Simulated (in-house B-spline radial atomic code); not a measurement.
# Two electrons outside the [Kr] 4d10 core: the xenon ion Xe⁶⁺

Computed with a B-spline radial code for spherical atoms: configuration interaction (CI) of the two valence electrons in the field of the frozen Dirac-Fock core, alone and with many-body perturbation theory for the core (screened one- and two-electron correlation potentials), Breit and QED terms; no-pair Dirac Hamiltonian, finite nucleus. Labels give the configuration (outer n counted up each series) and the leading LS term, or the jj pair where no LS term holds 70 %.

Command:
```bash
python run_mb.py task.json out
```
Settings (nuclear radius in fm, box in bohr, cutoff in hartree):
```
basis_form          3
Z                   54
core_configuration  [Kr] 4d10
rms_radius          4.7859
mass_number         132
speed_of_light      137.036
box_radius          11.25
lmax                6
intervals           62
virtual_cutoff      5832.0
```

Cost of the run: 2.8 min on 1 thread of Arm Neoverse V1, on a shared host.

Excitation energies (eV):

```csv
level,purity of the LS term,CI alone,CI + MBPT + Breit + QED,Landé g of the LS mixture
5s2 1S0,1.0,0,0,-
5s5p 3P°0,1.0,11.202,11.889,-
5s5p 3P°1,0.965,11.758,12.427,1.48
5s5p 3P°2,1.0,13.31,14.066,1.50
5s5p 1P°1,0.964,17.995,17.789,1.02
5p2 3P0,0.9,27.34,27.732,-
5p2 3P1,0.998,28.6,29.094,1.50
"5p2 (1/2,3/2)2",0.639 (1D),28.442,29.257,1.18
"5p2 (3/2,3/2)2",0.638 (3P),30.466,31.212,1.32
4f5s 3F°2,1.0,34.361,33.657,0.67
4f5s 3F°3,0.999,34.375,33.679,1.08
4f5s 3F°4,1.0,34.393,33.711,1.25
5p2 1S0,0.9,?,?,?
4f5s 1F°3,0.999,35.084,34.545,1.00
5s5d 3D1,1.0,?,?,?
5s5d 3D2,0.995,34.983,35.824,1.17
5s5d 3D3,1.0,35.174,36.029,1.33
5s5d 1D2,0.992,37.838,38.167,1.00
5s6s 3S1,1.0,42.842,44.117,2.00
5s6s 1S0,1.0,43.807,45.025,-
"4f5p (5/2,1/2)3",0.578 (3G),47.384,47.013,0.86
"4f5p (7/2,1/2)3",0.484 (3F),47.805,47.421,1.10
"4f5p (7/2,1/2)4",0.495 (3G),47.825,47.513,1.13
4f5p 3F2,0.829,48.034,47.655,0.74
5p5d 3F°2,0.815,47.421,48.832,0.73
```

**Question.** Where does 5s5d 3D1 lie?

**Answer.** 34.87 eV in CI alone and 35.707 eV with all corrections; g = 0.50.

**Question.** Where does 5p2 1S0 lie?

**Answer.** 33.96 eV in CI alone and 34.298 eV with all corrections.

**Question.** What is the first ionisation energy?

**Answer.** 91.987 eV to the 5s1/2 state of the next ion (90.382 eV from CI alone). NIST lists 91.6 ± 0.5 eV (semi-empirical).

Some electric-dipole lines (reduced elements in atomic units, length form; vacuum wavelengths from the computed energies):

```csv
upper,lower,D bare (size),D with core polarisation (size),λ (nm),A (s⁻¹)
5s5p 3P°1,5s2 1S0,0.403,0.345,99.769,8.1e+07
5s5p 1P°1,5s2 1S0,2.21,1.91,69.698,7.3e+09
5p2 3P0,5s5p 3P°1,1.34,1.15,81.01,5.1e+09
5p2 3P1,5s5p 3P°0,1.36,1.17,72.066,2.5e+09
5p2 3P1,5s5p 3P°1,1.15,0.991,74.392,1.6e+09
"5p2 (1/2,3/2)2",5s5p 3P°1,1.2,1.04,73.671,1.1e+09
"5p2 (3/2,3/2)2",5s5p 3P°1,1,0.87,66.001,1.1e+09
5s5d 3D2,5s5p 3P°1,2.2,1.97,52.991,1.1e+10
5s5d 1D2,5s5p 3P°1,0.38,0.337,48.168,4.1e+08
5s6s 3S1,5s5p 3P°0,0.422,0.445,38.471,2.3e+09
```

Weak lines are less accurate than strong ones.
